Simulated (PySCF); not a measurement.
Molecule: C5H9O, charge 0, multiplicity 2. It need not be the lowest isomer of its formula. SMILES: C[CH]C(=O)CC
Coordinates optimised at B3LYP-D3(BJ)/def2-TZVP (Ansatz):
```xyz
15

C     -2.5620     0.0575    -0.3884
C     -1.2814    -0.6332    -0.1290
C     -0.0295     0.0690    -0.0112
O      0.0295     1.2943    -0.1232
C      1.2150    -0.7655     0.2570
C      2.4884     0.0583     0.3660
H     -2.4091     1.1318    -0.4716
H     -3.0261    -0.3116    -1.3103
H     -3.2834    -0.1417     0.4123
H     -1.2774    -1.7129    -0.0219
H      1.0440    -1.3417     1.1731
H      1.3001    -1.5108    -0.5415
H      3.3476    -0.5859     0.5579
H      2.4138     0.7860     1.1741
H      2.6718     0.6157    -0.5526
```
Charge 0, spin multiplicity 2.

Dispersion corrections to the total energy (kcal/mol) from the dftd3 and dftd4 libraries through PySCF: D3(BJ) without and D4 with the three-body term, each with the damping fitted for the functional named.

```json
[
 {"functional": "r2SCAN", "D3(BJ)": "-1.97", "D4": "-1.70"},
 {"functional": "revPBE", "D3(BJ)": "-17.91", "D4": "-22.34"},
 {"functional": "HF", "D3(BJ)": "-53.29", "D4": "(withheld)"},
 {"functional": "TPSSh", "D3(BJ)": "-7.78", "D4": "(withheld)"},
 {"functional": "BP86", "D3(BJ)": "-10.26", "D4": "-8.34"},
 {"functional": "BLYP", "D3(BJ)": "-14.21", "D4": "-14.39"},
 {"functional": "TPSS", "D3(BJ)": "(withheld)", "D4": "-8.70"}
]
```

Q: Some entries are withheld; supply them.

A: 
- HF, D4: -24.35
- TPSSh, D4: -7.92
- TPSS, D3(BJ): -8.54
